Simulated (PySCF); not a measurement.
Se⁺ (selenium, charge +1) across methods

[Ar] 3d10 4s2 4p3, high-spin 4S determinant. Calculation: PySCF 2.14, in x2c-QZVPPall (11s8p5d4f1g, 97 functions); scalar relativity by spin-free X2C-1e. The B2PLYP total includes its PT2 part (frozen core); its orbital energies are those of the SCF part.

| method | E (hartree) | mean ε 4s α (eV) | mean ε 4s β (eV) | mean ε 4p α (eV) | Σ⟨r²⟩ (bohr²) | ⟨S²⟩ |
| --- | --- | --- | --- | --- | --- | --- |
| B2PLYP | -2429.111 | -32.538 | -27.255 | -19.010 | 30.73 | 3.751 |
| r2SCAN | -2429.521 | -28.873 | -25.086 | -16.921 | 30.51 | 3.751 |
| UHF | -2427.83390 | -36.645 | -28.208 | -21.428 | 30.86 | 3.751 |
| PBE | -2429.215 | -27.852 | -25.054 | -16.403 | 30.70 | 3.751 |
| CAM-B3LYP | -2429.687 | -31.866 | -28.071 | -19.077 | 30.71 | 3.750 |
| BHandHLYP | -2429.519 | -32.393 | -27.543 | -18.946 | 30.67 | 3.751 |
| B97-3 | -2429.324 | -30.284 | -26.206 | -17.779 | 30.60 | 3.752 |
| PBE0 | -2429.260 | -30.274 | -26.202 | -17.848 | 30.63 | 3.751 |
| LDA | -2425.962 | -27.949 | -25.512 | -16.441 | 30.66 | 3.750 |
